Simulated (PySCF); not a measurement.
Computed structure and properties of [Yb(NH3)]3+

System: [Yb(NH3)]3+ (singlet in the valence; each metal's 4f electrons, 13 of them, lie in its core potential, out of spins and levels); start: template (C3v). Method: PySCF 2.14.0, RKS PBE0, Yb lcecp-1-SVP with ECP59, N def2-SVP, H def2-SVP; non-relativistic Hamiltonian with scalar-relativistic core potentials where named; density fitting; no spin-orbit coupling.

Input of the relaxation:

```python
mol = gto.M(atom='''
Yb     0.00000    -0.00000    -0.22541
N     -0.00000     0.00000     2.23209
H      0.93916     0.00004     2.63009
H     -0.46961     0.81332     2.63009
H     -0.46955    -0.81335     2.63009''',
    basis={'Yb': 'lcecp-1-SVP', 'N': 'def2-SVP', 'H': 'def2-SVP'},
    ecp={'Yb': 'lcecp-1-SVP'},
    charge=3, spin=0)
mf = dft.RKS(mol, xc='PBE0')
mf.grids.atom_grid = (50, 194)  # f atoms: unpruned, at least (60, 302)
mf = mf.density_fit()  # fitting sets: Yb AutoAux, N def2-universal-JKFIT, H def2-universal-JKFIT
mf.conv_tol = 1e-08; mf.max_cycle = 55
mf.kernel(dm0)  # dm0: converged density of the start geometry
# quasi-Newton relaxation in Cartesian coordinates to a largest gradient under 0.00045 Eh/bohr, steps kept in the point group
```

Run from Python with OMP_NUM_THREADS=2; the lines above give its settings. Where DIIS fails, smearing, a level shift and second-order steps follow.
It took 7 s on 2 threads of Arm Neoverse V2, with other jobs on the host, from the converged density of the start.

Course of the relaxation:

```
step  energy above end (eV)  largest force component within the symmetry (eV/Å)
   0                 0.1896                                               2.732
   1                 0.0813                                               1.244
   2                 0.0165                                               0.438
   3                 0.0047                                               0.375
   4                 0.0000                                               0.026
   5                 0.0000                                               0.006
```

Relaxed geometry (C3v):

```xyz
5

Yb    0.0000    0.0000   -0.1058
N     0.0000    0.0000    2.1541
H     0.9423    0.0000    2.6162
H    -0.4712    0.8160    2.6162
H    -0.4711   -0.8160    2.6162
```

```
     contact      Å
Yb1–N2 (NH3)  2.260
```

On the finer grid (75, 302):

| Quantity | Value |
| --- | --- |
| HOMO | -28.39 eV |
| LUMO | -20.48 eV |
| Dipole about the centre of mass | 4.18 D |
| Set of Mulliken populations of Yb1 outside the core potential | s 2.13, p 6.06, d 0.35, f 0.01 |
| D3(BJ) dispersion energy (not in the energies) | -0.088 eV |

```csv
atom,Mulliken (e),Löwdin (e),spin (e)
Yb1,2.45,2.36,0.00
N2,-0.37,0.02,0.00
H3,0.31,0.21,0.00
H4,0.31,0.21,0.00
H5,0.31,0.21,0.00
```

The 4f levels lie in the core potential and are missing. Their spin isn't counted.

A rough frequency check found all modes real, so this is a minimum.

Taking off one NH3 (charge 0, singlet; the rest: singlet) in vacuum, both parts rigid, costs 6.17 eV; the small basis without counterpoise inflates it. Parting with an electron moved from the ligand to the metal can be far cheaper, even downhill.

Rigid scan of NH3 along the line from its metal:

| distance to N2 (Å) | energy (eV) |
| --- | --- |
| 1.96 | 0.717 |
| 2.06 | 0.274 |
| 2.16 | 0.059 |
| 2.26 | 0.000 |
| 2.36 | 0.046 |
| 2.46 | 0.161 |
| 2.66 | 0.507 |

One start shape was tried, so this needn't be the lowest isomer.

An lcecp potential fixes the number of 4f electrons, so in runs with it no electron can move into or out of that shell.
